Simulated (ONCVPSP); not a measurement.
**What one change does to a pseudopotential (cerium (Ce), ONCV)**

- Element: Ce (Z = 58)
- Generator: ONCVPSP 4.0.1
- Type: optimised norm-conserving Vanderbilt (ONCV)
- Functional: PBEsol
- Relativity: fully relativistic
- Frozen core: [Kr] 4d10
- Valence charge: 12
- Reference configuration: 4f1 5s2 5p6 5d1 6s2
- Partial waves: 5s+6s: rc 2.00 bohr, ncon 3, nbas 7, qcut 5.4 1/bohr, 3 projectors, debl 1 Ha; 5p: rc 2.90 bohr, ncon 4, nbas 7, qcut 4.5 1/bohr, 2 projectors, debl 2.1 Ha; 5d: rc 2.55 bohr, ncon 4, nbas 7, qcut 3.8 1/bohr, 1 projector; 4f: rc 1.75 bohr, ncon 5, nbas 9, qcut 11.6 1/bohr, 2 projectors, debl 3.8 Ha
- Local potential: polynomial inside 1.20 bohr (lpopt 5, dvloc0 0 Ha)
- Core correction: Teter function fitted to the true core (icmod 2), fcfact 0.35

Open shells are filled in proportion to 2j + 1.

All-electron outer shells of the reference configuration (PBEsol, scalar-relativistic, ld1.x):

| shell | level (eV) | outermost node (bohr) | outermost maximum (bohr) |
| --- | --- | --- | --- |
| 4d | -110.40 | 0.31 | 0.66 |
| 5s | -40.61 | 0.75 | 1.37 |
| 5p | -23.22 | 0.81 | 1.55 |
| 4f | -5.42 | – | 0.71 |
| 6s | -3.77 | 1.82 | 3.72 |
| 5d | -3.07 | 0.92 | 2.18 |

Change: scalar-relativistic.

Cutoffs: the cutoffs (Ha) at which the residual kinetic energy of the hardest occupied pseudo-wave falls to 1 and 0.1 mHa per electron; they do not see the model core or the augmentation charge, which bear on the density cutoff. Errors are all-electron minus pseudo energies relative to the spin-unpolarised reference configuration.

Task: Predict the effect on cutoff, ghosts and configuration errors.

Result: The potential gets neither clearly harder nor softer (52 Ha and 57 Ha → 52 Ha and 57 Ha); both files keep a bound ghost (s); of the 4 tests that both files solve, the error grows in 2 and shrinks in 1 by more than 15 % and 0.3 meV (median size 2.2 → 2.2 meV).

| quantity | base | changed |
| --- | --- | --- |
| cutoff, loose | 52 Ha | 52 Ha |
| cutoff, tight | 57 Ha | 57 Ha |
| loose cutoff by channel | s 11 Ha, p 6.0 Ha, d 6.2 Ha, f 52 Ha | s 11 Ha, p 5.5 Ha, d 6.0 Ha, f 52 Ha |
| bound ghosts | s | s |
| GHOST(+) flags under 300 eV | p3/2 at 49.7 eV, p1/2 at 58.3 eV, p1/2 at 62.9 eV | p at 52.6 eV |
| error for 4f1 5s2 5p6 5d1 6s1, meV [ΔE 6.10 eV] | 0.0 | -1.2 |
| error for 4f1 5s2 5p6 5d1 6s0, meV [ΔE 17.14 eV] | 0.0 | -3.2 |
| error for 4f1 5s2 5p6 5d0 6s0, meV [ΔE 36.27 → 36.28 eV] | +4.4 | -0.1 |
| error for 4f1 5s2 5p6 5d1 6s0 6p2, meV [ΔE 5.03 → 5.05 eV] | +9.9 | +9.2 |
| s: phases at 2.03 bohr within 0.05 rad from the reference energy up to (Ha; the scan ends near 5) | to the end of the scan | to the end of the scan |
| rms error of d²Exc/dni dnj with the model core, mHa | 4.29 | 2.79 |

Base: These tests converged, but a pseudo level misses the all-electron one widely, so the file describes the atom poorly there or has found another state: 4f1 5s2 5p6 5d1 6s0 6p2: empty 6s by 8.7 eV. A true bound ghost makes a file unfit for plane-wave use even where its test errors are small: the radial tests pick states by their node count and pass the ghost by.
